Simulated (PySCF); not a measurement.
Sb(OEt)3 (C6H15O3Sb), SMILES CC[O][Sb]([O]CC)[O]CC. Geometry optimised at PBE0-D3(BJ)/def2-SVP. The isomer is the one that the SMILES or the coordinates give; other isomers of the formula were not compared. The def2 effective core potentials stand for the cores of Sb; spin–orbit coupling is left out. One conformer was computed; it need not be the lowest.

Computed equilibrium geometry at PBE0-D3(BJ)/def2-SVP (PySCF confirms it by a frequency run) as a Z-matrix (one conformer of several):
```
O
C 1 1.4083
H 2 1.1075 1 111.23
H 2 1.1080 3 106.82 1 -120.29
C 2 1.5126 3 109.60 4 -118.73
H 5 1.1003 2 110.39 3 -179.76
H 5 1.1007 6 107.99 2 -121.07
H 5 1.1011 6 108.47 7 -117.26
Sb 1 1.9930 2 122.25 3 -28.46
O 9 1.9743 1 91.83 2 151.51
C 10 1.4128 9 125.55 1 -10.86
H 11 1.1042 10 111.53 9 -35.35
H 11 1.1045 12 107.24 10 116.17
C 11 1.5136 12 109.34 13 119.73
H 14 1.1004 11 110.00 12 57.91
H 14 1.1006 15 108.93 11 -121.31
H 14 1.1015 15 108.12 16 -117.57
O 9 1.9817 10 101.57 11 84.96
C 18 1.4101 9 123.64 10 -36.89
H 19 1.1049 18 107.05 9 -149.34
H 19 1.1072 20 106.30 18 -119.01
C 19 1.5150 20 110.17 21 -119.34
H 22 1.1003 19 110.36 20 178.88
H 22 1.1004 23 108.13 19 -120.65
H 22 1.1013 23 108.64 24 -117.45
```
Charge 0, spin multiplicity 1.
